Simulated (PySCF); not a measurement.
C₃H₉O, charge +1, singlet, geometry from GFN2-xTB, with bond 7-3 at 1.6 times its length. Base run: BLYP/6-31G* run with PySCF.

Input for PySCF:
```python
from pyscf import gto, scf, dft

mol = gto.M(
    atom='''
O     0.05586026   -0.68329506    0.10783272
C    -0.01267142    0.78735284    0.04115579
C     1.38355249   -1.24026318   -0.03569941
C    -1.46605047    1.19333821   -0.02607106
H     0.46194579    1.14755225    0.95586541
H     0.54921487    1.13949274   -0.82841198
H     1.25639441   -2.97328374    0.09365470
H     1.83952611   -0.96559385   -0.98766160
H     1.99255470   -0.86591714    0.78630868
H    -1.93476522    0.85317512   -0.94730704
H    -2.01811662    0.80424113    0.82553218
H    -1.53452893    2.27727882   -0.00067742
H    -0.53577495   -1.04303488   -0.58776898
''',
    basis='6-31g*',
    charge=1,
    verbose=4,
)

mf = dft.RKS(mol)
mf.xc = 'blyp'
mf.kernel()
mf.analyze()
```

The base run was repeated with changes; each row names its change, and settings that it needs were set with it.

```
change                                       ΔE vs base (µEh)  SCF cycles        outcome
-------------------------------------------  ----------------  ----------  -------------
base                                                      0.0          10      converged
diis = off (with mf.max_cycle = 100)                        -         100  not converged
diis_space = 12                                           0.0          10      converged
diis_space = 4                                            0.0          14      converged
init_guess = mod_huckel                                   0.0          13      converged
diis_space = 2                                              -          50  not converged
level_shift = 1.0 (with mf.max_cycle = 100)               0.0          33      converged
damp = 0.5; diis_start_cycle = 5                          0.0          11      converged
conv_tol = 1e-6                                           0.0           8      converged
conv_tol = 1e-11                                          0.0          12      converged
DIIS = ADIIS                                              0.0          18      converged
init_guess = huckel                                       0.0          13      converged
level_shift = 0.5 (with mf.max_cycle = 100)               0.0          15      converged
```
